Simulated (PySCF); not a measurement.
C4H8OSi, SMILES C/C=C1/OC[SiH2]1. Atoms are numbered in the order given.

```xyz
14

C     -0.3475     2.6566     0.0000
C      0.6849     1.5660     0.0000
C      0.3783     0.2673     0.0000
O      1.3156    -0.7598     0.0000
C      0.5070    -1.9617     0.0000
Si    -1.0903    -0.9093     0.0000
H     -1.3689     2.2415     0.0000
H     -0.2493     3.3058    -0.8865
H     -0.2493     3.3058     0.8865
H      1.7458     1.8467     0.0000
H      0.7172    -2.5687     0.8960
H      0.7172    -2.5687    -0.8960
H     -1.9544    -0.9617    -1.2131
H     -1.9544    -0.9617     1.2131
```

The structure is a stationary point at ωB97X-D3(BJ)/def2-SVP. The structure was generated by enumeration; whether it is a known compound was not checked.

These are ωB97X-D3(BJ)/def2-SVP run with PySCF values and carry that method's errors.

Frequencies are harmonic and unscaled.

```json
[
 {"mode": "1", "ν (cm⁻¹)": "97", "IR (km/mol)": "4.7", "moving atoms (share of kinetic energy)": "C 40 %, H 37 %, O 20 %"},
 {"mode": "2", "ν (cm⁻¹)": "164", "IR (km/mol)": "0.4", "moving atoms (share of kinetic energy)": "C 44 %, Si 25 %, H 25 %"},
 {"mode": "3", "ν (cm⁻¹)": "176", "IR (km/mol)": "0.3", "moving atoms (share of kinetic energy)": "H 97 %"},
 {"mode": "4", "ν (cm⁻¹)": "244", "IR (km/mol)": "0.0", "moving atoms (share of kinetic energy)": "C 52 %, H 31 %, O 16 %"},
 {"mode": "5", "ν (cm⁻¹)": "340", "IR (km/mol)": "0.3", "moving atoms (share of kinetic energy)": "C 46 %, H 45 %, O 9 %"},
 {"mode": "6", "ν (cm⁻¹)": "465", "IR (km/mol)": "8.7", "moving atoms (share of kinetic energy)": "C 49 %, H 19 %, Si 18 %, O 14 %"},
 {"mode": "7", "ν (cm⁻¹)": "483", "IR (km/mol)": "8.7", "moving atoms (share of kinetic energy)": "H 95 %"},
 {"mode": "8", "ν (cm⁻¹)": "553", "IR (km/mol)": "10.5", "moving atoms (share of kinetic energy)": "C 48 %, Si 18 %, H 17 %, O 16 %"},
 {"mode": "9", "ν (cm⁻¹)": "628", "IR (km/mol)": "15.0", "moving atoms (share of kinetic energy)": "C 35 %, Si 28 %, O 25 %, H 13 %"},
 {"mode": "10", "ν (cm⁻¹)": "668", "IR (km/mol)": "23.2", "moving atoms (share of kinetic energy)": "H 66 %, C 27 %"},
 {"mode": "11", "ν (cm⁻¹)": "731", "IR (km/mol)": "18.4", "moving atoms (share of kinetic energy)": "C 50 %, H 39 %"},
 {"mode": "12", "ν (cm⁻¹)": "803", "IR (km/mol)": "121.1", "moving atoms (share of kinetic energy)": "H 68 %, Si 20 %, C 11 %"},
 {"mode": "13", "ν (cm⁻¹)": "837", "IR (km/mol)": "19.2", "moving atoms (share of kinetic energy)": "H 71 %, C 23 %"},
 {"mode": "14", "ν (cm⁻¹)": "852", "IR (km/mol)": "30.4", "moving atoms (share of kinetic energy)": "H 79 %, C 19 %"},
 {"mode": "15", "ν (cm⁻¹)": "957", "IR (km/mol)": "44.7", "moving atoms (share of kinetic energy)": "H 72 %, C 21 %"},
 {"mode": "16", "ν (cm⁻¹)": "979", "IR (km/mol)": "84.6", "moving atoms (share of kinetic energy)": "H 89 %"},
 {"mode": "17", "ν (cm⁻¹)": "1028", "IR (km/mol)": "36.8", "moving atoms (share of kinetic energy)": "C 53 %, O 36 %, H 10 %"},
 {"mode": "18", "ν (cm⁻¹)": "1057", "IR (km/mol)": "0.8", "moving atoms (share of kinetic energy)": "H 66 %, C 34 %"},
 {"mode": "19", "ν (cm⁻¹)": "1128", "IR (km/mol)": "228.1", "moving atoms (share of kinetic energy)": "C 55 %, O 25 %, H 20 %"},
 {"mode": "20", "ν (cm⁻¹)": "1158", "IR (km/mol)": "87.7", "moving atoms (share of kinetic energy)": "C 56 %, H 39 %"},
 {"mode": "21", "ν (cm⁻¹)": "1188", "IR (km/mol)": "2.5", "moving atoms (share of kinetic energy)": "H 90 %"},
 {"mode": "22", "ν (cm⁻¹)": "1274", "IR (km/mol)": "29.7", "moving atoms (share of kinetic energy)": "H 64 %, C 25 %, O 11 %"},
 {"mode": "23", "ν (cm⁻¹)": "1316", "IR (km/mol)": "6.6", "moving atoms (share of kinetic energy)": "H 57 %, C 39 %"},
 {"mode": "24", "ν (cm⁻¹)": "1417", "IR (km/mol)": "3.2", "moving atoms (share of kinetic energy)": "H 71 %, C 29 %"},
 {"mode": "25", "ν (cm⁻¹)": "1459", "IR (km/mol)": "5.0", "moving atoms (share of kinetic energy)": "H 96 %"},
 {"mode": "26", "ν (cm⁻¹)": "1473", "IR (km/mol)": "1.5", "moving atoms (share of kinetic energy)": "H 92 %"},
 {"mode": "27", "ν (cm⁻¹)": "1478", "IR (km/mol)": "8.0", "moving atoms (share of kinetic energy)": "H 95 %"},
 {"mode": "28", "ν (cm⁻¹)": "1803", "IR (km/mol)": "30.4", "moving atoms (share of kinetic energy)": "C 96 %"},
 {"mode": "29", "ν (cm⁻¹)": "2263", "IR (km/mol)": "104.7", "moving atoms (share of kinetic energy)": "H 98 %"},
 {"mode": "30", "ν (cm⁻¹)": "2264", "IR (km/mol)": "120.0", "moving atoms (share of kinetic energy)": "H 96 %"},
 {"mode": "31", "ν (cm⁻¹)": "3050", "IR (km/mol)": "34.2", "moving atoms (share of kinetic energy)": "H 97 %"},
 {"mode": "32", "ν (cm⁻¹)": "3087", "IR (km/mol)": "39.0", "moving atoms (share of kinetic energy)": "H 95 %"},
 {"mode": "33", "ν (cm⁻¹)": "3132", "IR (km/mol)": "15.3", "moving atoms (share of kinetic energy)": "H 91 %, C 9 %"},
 {"mode": "34", "ν (cm⁻¹)": "3145", "IR (km/mol)": "21.4", "moving atoms (share of kinetic energy)": "H 90 %, C 10 %"},
 {"mode": "35", "ν (cm⁻¹)": "3148", "IR (km/mol)": "13.1", "moving atoms (share of kinetic energy)": "H 90 %, C 10 %"},
 {"mode": "36", "ν (cm⁻¹)": "3186", "IR (km/mol)": "8.6", "moving atoms (share of kinetic energy)": "H 92 %, C 8 %"}
]
```
